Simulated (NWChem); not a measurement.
Species: C4H9O, doublet; SMILES CC(C)(C)[O]

Results from NWChem. Spin-unrestricted. Medium grid unless said otherwise, to which SCAN and Minnesota functionals are sensitive. In the optimisation the excess spin sits in a' (Cs, its own frame). The radical's symmetric form is orbitally degenerate, so geometry and low modes hang on which distorted state is reached. Structure relaxed at the PBE0/def2-SVP, spin-unrestricted level. No stability test was run on the SCF state. B3LYP is NWChem's, with the RPA form of VWN correlation. Total energies of different functionals are on different scales.

```
level             energy (Ha)  highest occupied level (eV)  lowest empty minus highest occupied level, either spin (eV)  dipole (D)   <S²>
----------------  -----------  ---------------------------  -----------------------------------------------------------  ----------  -----
B3LYP/def2-SVP      -232.8321                        -6.93                                                         3.41        1.97  0.753
PBE/def2-SVP        -232.5213                        -5.37                                                         0.66        2.01  0.752
BLYP/def2-SVP       -232.7072                        -5.26                                                         0.64        1.99  0.752
r2SCAN0/def2-SVP    -232.6709                        -7.56                                                         4.98        1.98  0.755
UHF/def2-SVP        -231.3642                       -11.55                                                        14.85        1.93  0.758
r2SCAN/def2-SVP     -232.6901                        -5.86                                                         1.75        2.01  0.754
N12/def2-SVP        -232.7634                        -5.32                                                         1.11        2.01  0.754
revPBE/def2-SVP     -232.7545                        -5.34                                                         0.74        1.99  0.752
OLYP/def2-SVP       -232.7305                        -5.20                                                         0.62        2.00  0.753
MN15-L/def2-SVP     -232.5430                            ?                                                            ?        1.96  0.754
B97-2/def2-SVP      -232.7499                        -6.88                                                         3.49        2.02  0.754
```

**Question.** What belongs in the gaps?

**Answer.** 
- MN15-L/def2-SVP, highest occupied level (eV): -6.18
- MN15-L/def2-SVP, lowest empty minus highest occupied level, either spin (eV): 2.36
